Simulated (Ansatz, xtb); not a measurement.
Diatomic SnAs, multiplicity 2 (lowest of 2S+1 = 2, 4 at CCSD(T)/def2-TZVPP on PBE0 minima; our sources give no spin for the ground state, which may be another). No spin–orbit coupling. As is treated without relativity.

The constants come from a fifth-degree fit in 1/R (seven points, main isotopes). In def2 and cc sets the state is the lowest found near the PBE0 minimum, followed along R.

Run with Ansatz (a quantum-chemistry and plane-wave program) with Gaussian orbitals; xtb for the GFN methods. Each number belongs to the level named beside it. In def2 rows elements past Kr take small-core potentials, without spin–orbit coupling. The GFN methods have no spin term and hold the electronic entropy of 300 K.

```
level              r_e (Å)  ω_e (cm⁻¹)  ω_e x_e (cm⁻¹)  dipole (D)
-----------------  -------  ----------  --------------  ----------
GFN2-xTB             2.396         323            0.97           -
SVWN5/def2-TZVPP     2.426         287            0.54        1.58
PBE/def2-TZVPP       2.465         275            0.57        1.73
B97M-V/def2-TZVPP    2.446         [?]            0.65        1.96
B3LYP/def2-TZVPP       [?]         [?]            0.64        1.85
```

Task: Fill in the missing entries.

Result: 
- B3LYP/def2-TZVPP, r_e (Å): 2.453
- B3LYP/def2-TZVPP, ω_e (cm⁻¹): 282
- B97M-V/def2-TZVPP, ω_e (cm⁻¹): 285
